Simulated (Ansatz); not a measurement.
Mulliken charges of `N[Si]1(I)CO1` from PBE/def2-TZVPP in Ansatz (PBE0-D4/def2-TZVP geometry).

```json
{"atom": "N1", "x (Å)": "0.536", "y (Å)": "0.828", "z (Å)": "-1.348", "charge (e)": "-0.393"}
{"atom": "Si2", "x (Å)": "0.093", "y (Å)": "-0.344", "z (Å)": "-0.226", "charge (e)": "0.485"}
{"atom": "I3", "x (Å)": "1.123", "y (Å)": "-2.428", "z (Å)": "-0.896", "charge (e)": "-0.149"}
{"atom": "C4", "x (Å)": "-0.467", "y (Å)": "-0.110", "z (Å)": "1.463", "charge (e)": "-0.138"}
{"atom": "O5", "x (Å)": "-1.444", "y (Å)": "-0.351", "z (Å)": "0.336", "charge (e)": "-0.331"}
{"atom": "H6", "x (Å)": "0.109", "y (Å)": "1.738", "z (Å)": "-1.382", "charge (e)": "0.166"}
{"atom": "H7", "x (Å)": "1.217", "y (Å)": "0.663", "z (Å)": "-2.068", "charge (e)": "0.167"}
{"atom": "H8", "x (Å)": "-0.603", "y (Å)": "0.873", "z (Å)": "1.909", "charge (e)": "0.097"}
{"atom": "H9", "x (Å)": "-0.477", "y (Å)": "-0.915", "z (Å)": "2.194", "charge (e)": "0.097"}
```

Task: By hand: the dipole of these point charges (1 e Å = 4.8032 D).

Result: Σ q r = (0.326, 0.396, 0.064) e Å, of length 0.517 e Å = 2.48 D.

Task: How does the dipole of the full density compare? (An estimate is asked.)

Result: The calculation gave: (0.318, 0.397, -0.148) e Å, 2.54 D; the point charges give 0.98 times that, at 23° from its direction.

Point charges leave out the atoms' own dipoles, such as those of lone pairs, and Mulliken's split depends on the basis, so the two needn't agree.
